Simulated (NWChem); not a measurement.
Species: CH₂ClF; SMILES FCCl

Results from NWChem. Pople sets run with spherical d functions. B3LYP is NWChem's, with the RPA form of VWN correlation. Each level has its own optimisation; frequencies are unscaled.

```csv
level,r C–F (Å),r C–Cl (Å),r C–H (Å),highest harmonic frequency (cm⁻¹),lowest (cm⁻¹),zero-point energy (kcal/mol),dipole (D)
Hartree-Fock/STO-3G,1.367,1.826,1.101,3678,411,22.5,2.25
Hartree-Fock/3-21G,1.368,1.886,1.070,3436,355,20.9,2.86
Hartree-Fock/6-31G*,1.342,1.771,1.075,3401,418,21.3,2.14
B3LYP/6-31G*,1.358,1.802,1.091,3179,376,19.6,1.93
"LDA (Slater exchange, VWN5)/def2-SVP",1.339,1.771,1.113,3044,383,18.9,1.65
PBE/def2-SVP,1.358,1.795,1.110,3066,373,18.8,1.69
BLYP/def2-SVP,1.366,1.816,1.108,3053,?,18.7,1.68
PBE0/def2-SVP,1.345,1.773,1.100,3180,392,19.6,1.81
```

### Question
Some entries are withheld; supply them.

### Answer

- BLYP/def2-SVP, lowest (cm⁻¹): 363
